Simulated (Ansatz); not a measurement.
One change: `N=CC[SiH2][SiH3]` becomes `N=C[CH2][GaH][NH2]`.

Ansatz, PBE0-D4/def2-TZVP geometries, multiplicity 1. Each molecule was computed in one conformer, which needn't be the lowest.

Scalar relativity is left out up to krypton.

| property | `N=CC[SiH2][SiH3]` |
| --- | --- |
| HOMO–LUMO gap (PBE/def2-TZVPP) / eV | 4.60 |
| LUMO energy (PBE0/def2-TZVPP) / eV | -0.47 |
| size of the dipole moment (B3LYP/def2-TZVPP) / D | 2.38 |
| HOMO energy (ωB97M-V/def2-TZVPP) / eV | -10.01 |
| HOMO–LUMO gap (PBE0/def2-TZVPP) / eV | 7.15 |
| size of the dipole moment (PBE/def2-TZVPP) / D | 2.28 |

(1) What does the change do to each property? (An estimate is asked.)

## Answers

(1) The calculation gave: 
```tsv
property	`N=C[CH2][GaH][NH2]`	shift
HOMO–LUMO gap (PBE/def2-TZVPP) / eV	4.26	-0.34
LUMO energy (PBE0/def2-TZVPP) / eV	-0.73	-0.26
size of the dipole moment (B3LYP/def2-TZVPP) / D	3.37	0.99
HOMO energy (ωB97M-V/def2-TZVPP) / eV	-9.61	0.40
HOMO–LUMO gap (PBE0/def2-TZVPP) / eV	6.56	-0.59
size of the dipole moment (PBE/def2-TZVPP) / D	3.37	1.09
```

With PBE0 the HOMO rises by 0.32 eV and the LUMO falls by 0.26 eV, so the gap narrows by about 0.58 eV. PBE moves the HOMO by 0.30 eV and ωB97M-V by 0.40 eV. Dipoles are sizes alone; their direction can turn.

B3LYP here is the variant with VWN-RPA as its local correlation; programs differ in this.
